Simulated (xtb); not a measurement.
C₆H₁₅Sb, charge +1, quartet, geometry from GFN2-xTB of the parent state (a state made from the parent by changing its charge; the spin is typed, not shown lowest); GFN0-xTB (xtb 6.7.1).

The xtb input:
```
$ xtb mol.xyz --gfn 0 --chrg 1 --uhf 3 --json

# file mol.xyz
22

Sb     0.10725866    -0.11992586     0.76648752
C      1.54951980     1.07996593    -0.40079395
C      1.00271374     1.77588551    -1.62910883
H      2.35757154     0.40144392    -0.67203637
H      1.95854869     1.81702031     0.28963567
H      0.20323341     2.46435250    -1.36330783
H      0.61710146     1.06069098    -2.35216813
H      1.79135588     2.35067076    -2.11630374
C     -1.70727896     0.29572666    -0.39706196
C     -2.46373290     1.49753350     0.13356073
H     -2.32837749    -0.59713445    -0.33110177
H     -1.43650173     0.44852646    -1.43899622
H     -1.84866152     2.39467661     0.09127606
H     -2.76177569     1.34168515     1.16895600
H     -3.36318921     1.67643585    -0.45586106
C      0.53808374    -2.02815977    -0.24125513
C      0.50131655    -1.98731332    -1.75422246
H     -0.18763673    -2.74775464     0.13627530
H      1.52224383    -2.34231202     0.10512045
H      1.23479501    -1.28420270    -2.14251806
H     -0.48445736    -1.69856902    -2.11212692
H      0.73182667    -2.97114164    -2.16441740
```

What the program printed (banner, timings and long lists left out):

```
   ID    Z sym.   atoms
    1   51 Sb     1
    2    6 C      2, 3, 9, 10, 16, 17
    3    1 H      4-8, 11-15, 18-22

           -------------------------------------------------
          |                Calculation Setup                |
           -------------------------------------------------

           -------------------------------------------------
          |                 G F N 0 - x T B                 |
           -------------------------------------------------

          ...................................................
          :                      SETUP                      :
          :.................................................:
          :  # basis functions                  64          :
          :  # atomic orbitals                  63          :
          :  # shells                           45          :
          :  # electrons                        43          :
          :  electronic temp.          300.0000000     K    :
          :  accuracy                    1.0000000          :
          :  -> integral cutoff          0.2500000E+02      :
          :  -> integral neglect         0.1000000E-07      :
          ...................................................

         :::::::::::::::::::::::::::::::::::::::::::::::::::::
         ::                     SUMMARY                     ::
         :::::::::::::::::::::::::::::::::::::::::::::::::::::
         :: total energy             -21.708091170543 Eh    ::
         :: gradient norm              0.106663412222 Eh/a0 ::
         :: HOMO-LUMO gap              0.139941501767 eV    ::
         ::.................................................::
         :: H0 energy                -23.319696244797 Eh    ::
         :: repulsion energy           0.341466764793 Eh    ::
         :: electrostat energy         1.277239098166 Eh    ::
         :: -> Gsolv                   0.000000000000 Eh    ::
         ::    -> Gsasa                0.000000000000 Eh    ::
         ::    -> Gshift               0.000000000000 Eh    ::
         :: dispersion energy         -0.007100788705 Eh    ::
         :: short-range corr.          0.000000000000 Eh    ::
         :: add. restraining           0.000000000000 Eh    ::
         :: total charge               1.000000000000 e     ::
         :::::::::::::::::::::::::::::::::::::::::::::::::::::

           -------------------------------------------------
          |                Property Printout                |
[...]

 Mol. C6AA /au·bohr⁶  :       4840.856074
 Mol. C8AA /au·bohr⁸  :     192830.089784
 Mol. α(0) /au        :        111.719509

Wiberg/Mayer (AO) data.
largest (>0.10) Wiberg bond orders for each atom

 ---------------------------------------------------------------------------
     #   Z sym  total        # sym  WBO       # sym  WBO       # sym  WBO
 ---------------------------------------------------------------------------
     1  51 Sb   2.099 --     2 C    0.650     9 C    0.597    16 C    0.504
     2   6 C    3.705 --     3 C    1.035     4 H    0.961     5 H    0.960
                             1 Sb   0.650
     3   6 C    3.964 --     2 C    1.035     7 H    0.974     6 H    0.973
                             8 H    0.947
     4   1 H    0.983 --     2 C    0.961
     5   1 H    0.993 --     2 C    0.960
     6   1 H    0.987 --     3 C    0.973
     7   1 H    0.977 --     3 C    0.974
     8   1 H    0.969 --     3 C    0.947
     9   6 C    3.664 --    10 C    1.040    11 H    0.965    12 H    0.959
                             1 Sb   0.597
    10   6 C    3.958 --     9 C    1.040    14 H    0.972    13 H    0.968
                            15 H    0.943
    11   1 H    0.979 --     9 C    0.965
    12   1 H    0.977 --     9 C    0.959
    13   1 H    1.012 --    10 C    0.968
    14   1 H    0.999 --    10 C    0.972
    15   1 H    0.965 --    10 C    0.943
    16   6 C    3.561 --    17 C    1.043    18 H    0.957    19 H    0.956
                             1 Sb   0.504
    17   6 C    3.964 --    16 C    1.043    21 H    0.974    20 H    0.974
                            22 H    0.936
    18   1 H    1.004 --    16 C    0.957
    19   1 H    1.017 --    16 C    0.956
    20   1 H    0.979 --    17 C    0.974
    21   1 H    0.980 --    17 C    0.974
    22   1 H    0.967 --    17 C    0.936
 ---------------------------------------------------------------------------

Topologies differ in total number of bonds
Writing topology from bond orders to xtbtopo.mol

 dipole moment from electron density (au)
     X       Y       Z
   0.0652  -0.6599  -0.2116  total (Debye):    1.769

           -------------------------------------------------
          | TOTAL ENERGY              -21.708091170543 Eh   |
          | GRADIENT NORM               0.106663412222 Eh/α |
          | HOMO-LUMO GAP               0.139941501767 eV   |
           -------------------------------------------------

normal termination of xtb
```
